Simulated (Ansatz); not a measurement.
Calculated with Ansatz (gas phase, PBE0-D4/def2-TZVP geometries, no zero-point term in ΔE). CCSD(T)/CBS is the MP2 limit (def2-TZVPP, def2-QZVPP) plus CCSD(T) − MP2 in def2-TZVPP, frozen cores. For Ge, Sc outer-core shells are correlated without core-valence functions, which leaves a few kJ/mol of doubt a bond. Scalar relativity is left out up to krypton. One conformer a species, not always the lowest.

Consider the redistribution: `S[CH2][GeH2][Cl]` + `[CH3][Sc]([OH])[OH]` → `[CH3][GeH2][CH2]S` + `[OH][Sc]([OH])[Cl]`.

`S[CH2][GeH2][Cl]`:

```xyz
9

S    -0.583    1.963   -0.370
C     0.681    0.719   -0.030
Ge   -0.080   -1.002    0.490
Cl   -1.324   -1.634   -1.164
H    -1.300    1.228   -1.238
H     1.360    0.597   -0.875
H     1.261    1.100    0.814
H     0.985   -2.098    0.664
H    -0.998   -0.873    1.711
```

`[CH3][Sc]([OH])[OH]`:

Z-matrix (Å, degrees):
```
C
Sc 1 2.201
H 1 1.097 2 112.5
H 1 1.100 2 110.6 3 -118.2
H 1 1.096 2 113.3 3 122.3
O 2 1.866 1 116.0 3 39.1
O 2 1.867 1 116.6 3 -142.1
H 6 0.952 2 169.8 1 179.3
H 7 0.952 2 169.8 1 -179.3
```

`[CH3][GeH2][CH2]S`:

Z-matrix (Å, degrees):
```
C
Ge 1 1.948
H 1 1.091 2 109.5
H 1 1.090 2 110.7 3 120.2
H 1 1.091 2 110.2 3 -119.6
C 2 1.966 1 109.8 3 53.5
H 2 1.544 1 110.7 3 -64.7
H 2 1.545 1 111.0 3 174.6
S 6 1.810 2 112.4 1 -61.6
H 6 1.092 2 108.8 1 54.6
H 6 1.091 2 111.7 1 173.2
H 9 1.343 6 97.4 2 -52.0
```

`[OH][Sc]([OH])[Cl]`:

```xyz
6

O     0.858    0.123    1.440
Sc    0.249   -0.182   -0.277
O    -1.461    0.319   -0.765
Cl    1.643   -1.203   -1.833
H     1.065    0.328    2.347
H    -2.354    0.616   -0.911
```

```json
{"level": "SCS-MP2/def2-TZVPP", "ΔE (kcal/mol)": "-37.7"}
{"level": "SCS-MP2/def2-QZVPP", "ΔE (kcal/mol)": "-36.9"}
```

Question: What does CCSD(T)/CBS give? (An estimate is asked.)

Answer: Computed: -36.4 kcal/mol. The listed levels differ from it by -1.3, -0.5 kcal/mol.

Largest T1 diagnostic among the species: 0.015.
